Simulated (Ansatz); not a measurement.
The same carbene extrusion along the group B, Al, Ga, In.

Isolated molecules relaxed with PBE0-D4/def2-TZVP in Ansatz; ΔE leaves out vibrations. CBS: MP2 limit from def2 TZ/QZ plus the TZ coupled-cluster correction, frozen cores. This one scheme is used for every species. Functionals use def2-TZVPP. Triplets are unrestricted, without spin–orbit coupling. Elements past krypton have def2 core potentials. For Ga, In outer-core shells are correlated without core-valence functions, which leaves a few kJ/mol of doubt a bond. Scalar relativity is left out up to krypton. One conformer a species, not always the lowest.

```json
{"reaction": "`FBCF` → `FBF` + `[CH2]` (triplet)", "r2SCAN-D4 (kcal/mol)": "47.7", "CCSD(T)/CBS(def2) (kcal/mol)": "51.8"}
{"reaction": "`F[CH2][AlH][F]` → `[F][AlH][F]` + `[CH2]` (triplet)", "r2SCAN-D4 (kcal/mol)": "35.6", "CCSD(T)/CBS(def2) (kcal/mol)": "38.8"}
{"reaction": "`F[CH2][GaH][F]` → `[F][GaH][F]` + `[CH2]` (triplet)", "r2SCAN-D4 (kcal/mol)": "58.9", "CCSD(T)/CBS(def2) (kcal/mol)": "64.1"}
{"reaction": "`F[CH2][InH][F]` → `[F][InH][F]` + `[CH2]` (triplet)", "r2SCAN-D4 (kcal/mol)": "64.2", "CCSD(T)/CBS(def2) (kcal/mol)": "68.4"}
```

Largest T1 diagnostic: 0.017, for `[F][InH][F]`.
